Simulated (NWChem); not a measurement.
System: C2H8OSi; SMILES OCC[SiH3]

```xyz
12

O      0.0631    -2.4393    -0.0913
C     -0.4752    -1.1273     0.0240
C      0.5976    -0.0331    -0.0255
Si    -0.0713     1.7431    -0.0071
H      0.6515    -2.5824     0.6665
H     -1.1611    -1.0270    -0.8235
H     -1.0771    -1.0284     0.9423
H      1.2067    -0.1739    -0.9280
H      1.2807    -0.1458     0.8301
H     -0.8592     1.9998     1.2311
H      1.0548     2.7153    -0.0548
H     -0.9567     1.9861    -1.1797
```
Atoms are numbered in this order, from 1.

Level: B3LYP/6-31G* (spherical d) (NWChem), optimised geometry, unscaled harmonic frequencies. 

### Question
List the harmonic frequencies with IR intensities, and the thermochemistry.

### Answer
| frequency (cm⁻¹) | IR intensity (km/mol) |
|---|---|
| 109 | 2.9 |
| 128 | 1.9 |
| 188 | 1.4 |
| 318 | 110.4 |
| 385 | 30.7 |
| 529 | 8.2 |
| 595 | 11.6 |
| 753 | 19.7 |
| 773 | 29.1 |
| 939 | 277.6 |
| 955 | 52.3 |
| 959 | 60.3 |
| 974 | 28.3 |
| 1023 | 28.4 |
| 1072 | 94.3 |
| 1153 | 32.5 |
| 1228 | 15.3 |
| 1323 | 9.8 |
| 1400 | 1.1 |
| 1439 | 62.9 |
| 1489 | 3.2 |
| 1541 | 0.1 |
| 2238 | 90.4 |
| 2244 | 153.7 |
| 2248 | 164.5 |
| 2995 | 59.6 |
| 3025 | 14.7 |
| 3078 | 8.6 |
| 3103 | 38.9 |
| 3732 | 11.1 |

| Quantity | Result |
|---|---|
| zero-point energy | 59.9 kcal/mol |
| thermal correction to the enthalpy at 298.15 K (with zero-point energy) | 64.5 kcal/mol |
| heat capacity Cv | 21.8 cal/(mol K) |
| entropy at 298.15 K and 1 atm (symmetry number 1) | 77.5 cal/(mol K) |
| dipole moment | 1.44 D |

Rigid rotor and harmonic oscillator.
